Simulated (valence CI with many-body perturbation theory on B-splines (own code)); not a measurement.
**E1 transitions of V¹⁰⁺**

Method: relativistic CI+MBPT: three valence electrons over a frozen Dirac-Fock core [Ne], radial functions for each j: 11 s, 11 p, 9 d, 7 f, 5 g, 2 h, 1 i, with the one-electron correlation potential Σ1 (screened to all orders), the two-electron term Σ2, the three-electron term Σ3, Breit, model QED; selected single and double excitations, second order for the rest, scaled by the run's own slope (own B-spline code, finite nucleus).

No measured levels were compared; by estimate levels of excited configurations hold to 0.05 to 0.15 % of their energy, terms of the ground configuration to about 0.5 %.

Lines 101 to 150 of 262 in falling wavelength, among levels below 890620 cm⁻¹, chosen from the strongest by gf and those to the six lowest levels. Wavelengths and rates use the calculated energies, so an error of 200 cm⁻¹ moves a line at 358.6 Å by 0.072 % and its rate by three times that or more. Electric multipoles are in the length gauge, E1 and E2 with the static RPA response of the core. Weak lines are less certain than strong ones. Lines between different terms over intervals too small for the method are left out, as are lines whose strength nearly cancels. Where a level lies close to another of its J and parity, the split of strength between their lines is uncertain. The highest levels of a list are the least certain.

Names give the largest LS component (configuration and term), which can be under half, so a name can repeat, a term be missing and a line seem to break the LS rules; names also repeat where a configuration has a term twice. Letters in brackets count levels of one name in rising energy.

```csv
λ vac (Å),Upper,Lower,A (s⁻¹),S (a.u.)
358.6,3p³ ⁴S°_3/2,3s3p² ⁴P_5/2,1.22e+10,1.11e+00
358.5,3p²3d ⁴D_3/2,3s3p3d ⁴F°_3/2,1.83e+09,1.66e-01
357.9,3s3p² ²S_1/2,3s²3p ²P°_3/2,2.43e+09,1.10e-01
357.7,3p²3d ⁴P_5/2,3s3p3d ⁴P°_5/2,2.57e+09,3.49e-01
355.4,3p²3d ²F_5/2 [b],3s3p3d ²F°_5/2 [a],5.63e+09,7.48e-01
354.5,3p²3d ²P_1/2 [a],3s3p3d ⁴F°_3/2,3.54e+09,1.56e-01
352.1,3p³ ⁴S°_3/2,3s3p² ⁴P_3/2,8.63e+09,7.43e-01
347.5,3p³ ⁴S°_3/2,3s3p² ⁴P_1/2,4.49e+09,3.72e-01
346.3,3p²3d ²P_3/2 [b],3s3p3d ²D°_5/2 [a],2.47e+09,2.03e-01
345.9,3s3p² ²S_1/2,3s²3p ²P°_1/2,9.03e+09,3.69e-01
342.8,3s3p3d ²P°_1/2 [b],3s²3d ²D_3/2,2.03e+10,8.08e-01
342.8,3s3p3d ²P°_3/2 [b],3s²3d ²D_5/2,1.97e+10,1.57e+00
339.4,3p²3d ²D_3/2 [b],3s3p3d ²D°_3/2 [a],3.48e+09,2.69e-01
338.7,3s3p3d ²D°_3/2 [b],3s²3d ²D_3/2,1.52e+10,1.17e+00
338.5,3s3p3d ²D°_5/2 [b],3s²3d ²D_5/2,1.36e+10,1.56e+00
336.3,3s3p² ²P_1/2,3s²3p ²P°_3/2,1.37e+10,5.13e-01
333.8,3p²3d ²D_5/2 [b],3s3p3d ²D°_5/2 [a],3.59e+09,3.96e-01
330.6,3s3p² ²P_3/2,3s²3p ²P°_3/2,2.40e+10,1.71e+00
326.3,3p²3d ²F_5/2 [a],3p³ ²D°_3/2,1.79e+09,1.85e-01
325.9,3p²3d ²F_5/2 [b],3s3p3d ²D°_3/2 [a],8.22e+09,8.42e-01
325.7,3s3p² ²P_1/2,3s²3p ²P°_1/2,1.34e+10,4.58e-01
323.8,3p²3d ²F_7/2 [a],3p³ ²D°_5/2,2.31e+09,3.09e-01
323.5,3p²3d ²F_7/2 [b],3s3p3d ²D°_5/2 [a],8.90e+09,1.19e+00
320.4,3s3p² ²P_3/2,3s²3p ²P°_1/2,5.23e+09,3.40e-01
318.3,3p²3d ²D_5/2 [a],3p³ ²P°_3/2,2.34e+09,2.24e-01
317.6,3s3p3d ⁴P°_5/2,3s3p² ²D_3/2,1.74e+07,1.65e-03
315.9,3s3p3d ⁴P°_3/2,3s3p² ²D_3/2,1.92e+08,1.20e-02
315.4,3p²3d ²D_3/2 [a],3p³ ²P°_1/2,2.99e+09,1.85e-01
314.7,3s3p3d ⁴D°_1/2,3s3p² ²D_3/2,1.13e+05,3.46e-06
311.9,3p²3d ⁴P_5/2,3p³ ²P°_3/2,2.63e+09,2.37e-01
310.8,3s3p3d ⁴P°_1/2,3s3p² ²D_3/2,1.38e+07,4.10e-04
310.7,3p³ ²P°_3/2,3s3p² ⁴P_5/2,7.50e+07,4.44e-03
310.3,3s3p3d ⁴D°_3/2,3s3p² ²D_3/2,3.56e+05,2.10e-05
310.0,3s3p3d ⁴D°_5/2,3s3p² ²D_3/2,1.57e+07,1.38e-03
309.6,3s3p3d ⁴F°_3/2,3s3p² ⁴P_5/2,9.28e+06,5.44e-04
307.7,3s3p3d ⁴F°_5/2,3s3p² ⁴P_5/2,2.58e+07,2.23e-03
307.3,3p²3d ²P_3/2 [a],3p³ ²D°_5/2,1.05e+10,6.00e-01
306.6,3p³ ²P°_1/2,3s3p² ⁴P_3/2,7.76e+06,2.21e-04
306.0,3p²3d ²P_3/2 [a],3p³ ²D°_3/2,1.95e+09,1.10e-01
305.8,3p³ ²P°_3/2,3s3p² ⁴P_3/2,1.82e+08,1.02e-02
304.9,3s3p3d ⁴F°_7/2,3s3p² ⁴P_5/2,9.04e+07,1.01e-02
304.7,3s3p3d ⁴F°_3/2,3s3p² ⁴P_3/2,4.08e+06,2.28e-04
303.2,3p²3d ⁴D_1/2,3p³ ²D°_3/2,4.85e+09,1.33e-01
303.2,3p³ ²P°_1/2,3s3p² ⁴P_1/2,5.46e+06,1.50e-04
302.9,3s3p3d ⁴F°_5/2,3s3p² ⁴P_3/2,5.28e+07,4.35e-03
302.3,3p³ ²P°_3/2,3s3p² ⁴P_1/2,4.83e+07,2.63e-03
301.3,3s3p3d ⁴F°_3/2,3s3p² ⁴P_1/2,2.66e+07,1.44e-03
301.2,3s3p3d ²P°_3/2 [a],3s3p² ²P_3/2,8.51e+09,4.59e-01
299.7,3s3p3d ²D°_3/2 [a],3s3p² ²D_5/2,2.20e+09,1.17e-01
299.6,3s3p3d ²D°_5/2 [a],3s3p² ²D_5/2,2.27e+10,1.81e+00
```
